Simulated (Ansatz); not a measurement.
`C[Se][AlH][Br]`, relaxed with RKS PBE-D4/def2-SVP in Ansatz from a rough embedded geometry. The force threshold is 0.03 eV/Å; the program also tests the step.

Total charge 0; spin multiplicity 1.

Start:

```xyz
8

C    -1.133    0.267   -0.780
Se   -0.813    0.931    0.968
Al    1.228   -0.361    1.168
Br    3.260    0.646    0.337
H    -0.327    0.487   -1.508
H    -1.282   -0.886   -0.767
H    -2.117    0.677   -1.193
H     1.184   -1.762    1.774
```

| step | energy (eV) | largest force (eV/Å) | largest move (Å) |
| --- | --- | --- | --- |
| 1 | -143052.3933 | 2.038 | 0.000 |
| 2 | -143052.6978 | 1.042 | 0.177 |
| 3 | -143052.7340 | 0.324 | 0.056 |
| 4 | -143052.7391 | 0.054 | 0.019 |
| 5 | -143052.7412 | 0.096 | 0.078 |
| 6 | -143052.7597 | 0.236 | 0.195 |
| 7 | -143052.8024 | 0.333 | 0.196 |
| 8 | -143052.8723 | 0.386 | 0.195 |
| 9 | -143052.9484 | 0.298 | 0.195 |
| 10 | -143053.0042 | 0.371 | 0.195 |
| 11 | -143053.0515 | 0.127 | 0.200 |
| 12 | -143053.0681 | 0.054 | 0.147 |
| 13 | -143053.0700 | 0.055 | 0.075 |
| 14 | -143053.0708 | 0.018 | 0.022 |

End:

```xyz
8

C    -1.111    0.321   -0.922
Se   -1.082   -0.275    0.969
Al    1.192   -0.467    1.338
Br    2.634    0.072   -0.344
H    -0.123    0.712   -1.227
H    -1.391   -0.536   -1.560
H    -1.874    1.117   -0.998
H     1.755   -0.944    2.743
```

It took 20 s on 4 threads of an Arm Neoverse V2 on a shared host, with 0.18 GiB of host memory at the peak.
